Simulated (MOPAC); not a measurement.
MOPAC input (PM6):

```
PM6 FORCE THERMO(298,298) PRECISE LET CHARGE=-1 GEO-OK AUX(PRECISION=9) THREADS=1
HSi2

Si    0.00000000 1   -0.00000000 1   -0.98473988 1
Si   -0.00000000 1    0.00000000 1    0.82926013 1
H     0.00000000 1   -0.00000000 1    2.35210173 1
```

Output:

```
 *******************************************************************************
 **                                                                           **
 **                              MOPAC v23.2.5                                **
 **                                                                           **
 *******************************************************************************
 ** MOPAC's Digital Object Identifier: https://doi.org/10.5281/zenodo.6511958 **
 **                                                                           **
 ** Please cite the open-source release paper for use of this MOPAC version:  **
 ** J. E. Moussa and J. J. P. Stewart (2026)                                  **
 ** MOPAC: An open-source semiempirical molecular orbital program             **
 ** J. Open Source Softw., 11(119), 8025, https://doi.org/10.21105/joss.08025 **
 *******************************************************************************

                              PM6 CALCULATION RESULTS

 *******************************************************************************
 *  PM6        - The PM6 Hamiltonian to be used
 *  GEO-OK     - OVERRIDE INTERATOMIC DISTANCE AND OTHER SAFETY CHECKS
 *
 *
 *
 *                 CHARGE ON SYSTEM = -1
 *
 *
 *
 *  LET        - OVERRIDE SOME SAFETY CHECKS
 *  PRECISE    - TIGHTER CRITERIA TO BE USED
 *  FORCE      - FORCE CALCULATION SPECIFIED
 *  AUX        - OUTPUT AUXILIARY INFORMATION
 *  THERMO     - THERMODYNAMIC QUANTITIES TO BE CALCULATED
 *******************************************************************************
PM6 FORCE THERMO(298,298) PRECISE LET CHARGE=-1 GEO-OK AUX(PRECISION=9) THREADS=1
 HSi2

   ATOM   CHEMICAL          X               Y               Z
  NUMBER   SYMBOL      (ANGSTROMS)     (ANGSTROMS)     (ANGSTROMS)

     1      Si          0.00000000  *  -0.00000000  *  -0.98473988  *
     2      Si         -0.00000000  *   0.00000000  *   0.82926013  *
     3       H          0.00000000  *  -0.00000000  *   2.35210173  *

          CARTESIAN COORDINATES

    NO.       ATOM           X           Y           Z

     1        Si          0.0000     -0.0000     -0.9847
     2        Si         -0.0000      0.0000      0.8293
     3         H          0.0000     -0.0000      2.3521

 General Reference for PM6:
 "Optimization of Parameters for Semiempirical Methods V: Modification of NDDO Approximations
 and Application to 70 Elements", J. J. P. Stewart, J. Mol. Mod., 13, 1173-1213 (2007)
 URL: https://link.springer.com/article/10.1007/s00894-007-0233-4

           Empirical Formula: H Si2  =     3 atoms

      MOLECULAR POINT GROUP   :   C*v

      RHF CALCULATION, NO. OF DOUBLY OCCUPIED LEVELS = 5

          HEAT OF FORMATION =      31.863386 KCALS/MOLE

          CARTESIAN COORDINATE DERIVATIVES

   NUMBER  ATOM         X            Y            Z

     1      Si     -0.009718     0.000000     0.000000
     2      Si     -0.007378     0.000000     0.000000
     3       H      0.017097     0.000000     0.000000

 DIPOLE           X         Y         Z       TOTAL
 POINT-CHG.    -4.178    -0.000     0.000     4.178
 HYBRID         1.379    -0.000     0.000     1.379
 SUM           -2.799    -0.000     0.000     2.799

          GRADIENT NORM =   0.02100

          MOLECULAR WEIGHT =   57.18

          ROTATIONAL CONSTANTS IN CM(-1)

          A =    0.00000000   B =    0.32384330   C =    0.32384330

           PRINCIPAL MOMENTS OF INERTIA IN UNITS OF 10**(-40)*GRAM-CM**2

          A =        0.0000   B =       86.4392   C =       86.4392

          ORIENTATION OF MOLECULE IN FORCE CALCULATION

    NO.       ATOM         X         Y         Z

     1         Si      -0.9498   -0.0000    0.0000
     2         Si       0.8642   -0.0000    0.0000
     3          H       2.3870    0.0000   -0.0000

    FIRST DERIVATIVES WILL BE USED IN THE CALCULATION OF SECOND DERIVATIVES

    FOR POINT-GROUP C*v  THERE ARE  84 UNIQUE SYMMETRY FUNCTIONS.

(To convert to Hartree/Bohr^2, multiply by (10^(-21) x N x a0^2)/(4.184 x 627.51) =  0.0642)

           FORCE MATRIX IN MILLIDYNES/ANGSTROM

                 Si  1      Si  2       H  3
 ------------------------------------------
    Si    1   4.312974
    Si    2   4.344485   6.761973
     H    3   0.095094   2.419113   2.384201

          HEAT OF FORMATION =      31.863386 KCALS/MOLE

          ZERO POINT ENERGY       5.031 KCAL/MOL

           NORMAL COORDINATE ANALYSIS (Total motion = 1 Angstrom)

   Root No.       1         2         3         4

                 1 Pi      1 Pi      1 Sig     2 Sig

                 381.5     381.5     714.4    2041.9

           1    0.0000    0.0000    0.3240    0.0029
           2    0.0275   -0.0013   -0.0000    0.0000
           3    0.0013    0.0275   -0.0000    0.0000
           4   -0.0000   -0.0000   -0.3109   -0.0374
           5   -0.0602    0.0028    0.0000   -0.0000
           6   -0.0028   -0.0602    0.0000   -0.0000
           7    0.0000    0.0000   -0.3651    0.9597
           8    0.9113   -0.0431   -0.0000    0.0000
           9    0.0431    0.9113   -0.0000   -0.0000

           MASS-WEIGHTED COORDINATE ANALYSIS (NORMAL COORDINATES)

   Root No.       1         2         3         4

                 1 Pi      1 Pi      1 Sig     2 Sig

                 381.5     381.5     714.4    2041.9

           1    0.0000    0.0000    0.7131    0.0159
           2    0.1483   -0.0070   -0.0000    0.0000
           3    0.0070    0.1483   -0.0000    0.0000
           4   -0.0000   -0.0000   -0.6843   -0.2014
           5   -0.3251    0.0154    0.0000   -0.0000
           6   -0.0154   -0.3251    0.0000   -0.0000
           7    0.0000    0.0000   -0.1522    0.9794
           8    0.9328   -0.0441   -0.0000    0.0000
           9    0.0441    0.9328   -0.0000   -0.0000

          DESCRIPTION OF VIBRATIONS

 VIBRATION          2    1Pi         ATOM PAIR     ENERGY CONTRIBUTION    RADIAL
 FREQUENCY           381.55         Si2 -- H 3         +98.3% ( 97.8%)      0.0%
 TRANSITION DIPOLE   0.2127         Si1 -- Si2          +1.7% ( 12.8%)      0.0%
 TRAVEL (Ang.)       0.4017
 REDUCED MASS        1.0951
 EFFECTIVE MASS      2.4204
 FORCE CONSTANT      0.0939

 VIBRATION          3    1Sig        ATOM PAIR     ENERGY CONTRIBUTION    RADIAL
 FREQUENCY           714.39         Si1 -- Si2         +82.4% (106.6%)    100.0%
 TRANSITION DIPOLE   0.3189         Si2 -- H 3         +17.6% ( 49.2%)    100.0%
 TRAVEL (Ang.)       0.0839
 REDUCED MASS       13.4226
 EFFECTIVE MASS     30.3917
 FORCE CONSTANT      4.0360

 VIBRATION          4    2Sig        ATOM PAIR     ENERGY CONTRIBUTION    RADIAL
 FREQUENCY          2041.89         Si2 -- H 3         +99.6% (100.0%)    100.0%
 TRANSITION DIPOLE   0.9760         Si1 -- Si2          +0.4% (  6.6%)    100.0%
 TRAVEL (Ang.)       0.1842
 REDUCED MASS        0.9735
 EFFECTIVE MASS      1.4408
 FORCE CONSTANT      2.3914

      SYMMETRY NUMBER FOR POINT-GROUP C*v =  1

          SYSTEM IS A GROUND STATE

 HSi2

          MOLECULE IS LINEAR

          THERE ARE  4 GENUINE VIBRATIONS IN THIS SYSTEM
          THIS THERMODYNAMICS CALCULATION IS LIMITED TO
          MOLECULES WHICH HAVE NO INTERNAL ROTATIONS

                    CALCULATED THERMODYNAMIC PROPERTIES
                                          *
   TEMP. (K)   PARTITION FUNCTION   H.O.F.    ENTHALPY  HEAT CAPACITY ENTROPY
                                   KCAL/MOL   CAL/MOLE    CAL/K/MOL  CAL/K/MOL

 298.00  VIB.     0.1459D+01                   478.2072     3.8296     2.3547
         ROT.     0.6396D+03                   592.1869     1.9872    14.8261
         INT.     0.9328D+03                  1070.3940     5.8168    17.1809
         TRA.     0.4180D+27                  1480.4672     4.9680    38.0495
         TOT.                       31.863    2550.8612    10.7848    55.2304

   *: NOTE: HEATS OF FORMATION ARE RELATIVE TO THE
            ELEMENTS IN THEIR STANDARD STATE AT 298K
              (=  Standard Enthalpy of Formation).

            Hvib:  Zero-point energy is not included.
                   frequencies of less than zero cm-1 are not included.
            Hrot = (3/2)RT
            Htra = (3/2)RT + pV = (5/2)RT

            Heat capacity is Cp, not Cv

          For more information, see: HTTP://OpenMOPAC.net/Manual/thermochemistry.html

           FORCE CONSTANT IN CARTESIAN COORDINATES (Millidynes/A)

    ATOM   CHEMICAL       X               Y               Z
   NUMBER   SYMBOL  FORCE CONSTANT  FORCE CONSTANT  FORCE CONSTANT

      1      Si        4.312134        0.052891        0.052891
      2      Si        6.752423        0.256139        0.256139
      3       H        2.381878        0.075264        0.075264

 **********************
 *                    *
 * JOB ENDED NORMALLY *
 *                    *
 **********************

 == MOPAC DONE ==
```

The dipole moment of an ion depends on the origin.
